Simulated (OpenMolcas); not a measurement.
Levels of Si2+ by method

| Quantity | Value |
| --- | --- |
| Program | OpenMolcas 26.06 |
| Basis | ANO-RCC-VDZP [4s3p1d] |
| Scalar Hamiltonian | DKH2, point nucleus |
| Active space | 2 electrons in 4 orbitals (3s 3p) |
| State averaging | 2S+1 = 3 even, 3 roots; 2S+1 = 1 even, 7 roots; 2S+1 = 3 odd, 3 roots; 2S+1 = 1 odd, 3 roots |
| Spin-orbit coupling | state interaction with AMFI integrals over the reference wave functions, term energies averaged over their components |

Methods on the same reference wave functions:
A. CASSCF
B. SS-CASPT2, IPEA 0.25 Eh, imaginary shift 0.1 Eh (closed shells correlated: 2s 2p)
C. MS-CASPT2, IPEA 0.25 Eh, imaginary shift 0.1 Eh (closed shells correlated: 2s 2p)

Energies in cm-1 above 3s2 1S0, the measured ground level; measured values from NIST levels in Kelleher and Podobedova, J. Phys. Chem. Ref. Data 37, 1285 (2008).

```json
{"Level": "3s2 1S0", "A": "0.0", "B": "0.0", "C": "0.0", "Measured": "0.0"}
{"Level": "3s 3p 3P* 0", "A": "51670", "B": "51560", "C": "51590", "Measured": "52725"}
{"Level": "3s 3p 3P* 1", "A": "51776", "B": "51670", "C": "51700", "Measured": "52853"}
{"Level": "3s 3p 3P* 2", "A": "51989", "B": "51880", "C": "51910", "Measured": "53115"}
{"Level": "3s 3p 1P* 1", "A": "92947", "B": "86870", "C": "86900", "Measured": "82884"}
{"Level": "3p2 3P0", "A": "129336", "B": "129070", "C": "129100", "Measured": "129708"}
{"Level": "3p2 3P1", "A": "129441", "B": "129170", "C": "129200", "Measured": "129842"}
{"Level": "3p2 3P2", "A": "129646", "B": "129370", "C": "129400", "Measured": "130101"}
{"Level": "3p2 1D2", "A": "140611", "B": "131590", "C": "131620", "Measured": "122215"}
{"Level": "3p2 1S0", "A": "165303", "B": "157140", "C": "157200", "Measured": "153444"}
```

Deviations, from unrounded energies. A percentage is the sum of absolute deviations over the sum of measured energies, with the sign that they share, or ± where signs differ.

```tsv
Against measurement	Levels	A	B	C
mean absolute deviation (cm-1)	9	5000	2500	2500
other configurations (%)	9	±4.9	±2.5	±2.5
```

B, C lie about equally close to measurement and A furthest from it. The largest miss of C in the table is 3p2 1D2, by +9400 cm-1. The ranking rests on the paired levels alone, and a cruder setting can come out closer through cancelling errors.

Between B and C the level of the table that moves most is 3p2 1S0, by 59 cm-1 (lowest in B, highest in C). Moves below CASPT2's spread within the term are not significant.

The two smallest mean deviations differ by little beside CASPT2's spread within terms, so their order carries little weight.

The lowest spin-free term lies below A's lowest term by 0.009 hartree in B, 0.009 hartree in C.

Term energies are means over components that CASPT2 splits; among the terms shown or strongly mixed into the levels shown the widest spread is 420 cm-1 (3p2 1D, C). Over all roots computed the reference weight is 0.92 to 1.00 in B, 0.92 to 1.00 in C; the roots of lowest weight are the least certain, and an intruder state may touch them. The ¹D term of p² mixes with s d, which this space lacks. Computed and measured levels are paired by configuration, term and J; levels that our copy of the source lacks, or whose pairing is in doubt (as where it misses far off the trend of its configuration), stay unpaired and out of the deviations. Only configurations of the active space appear.

* marks odd parity.
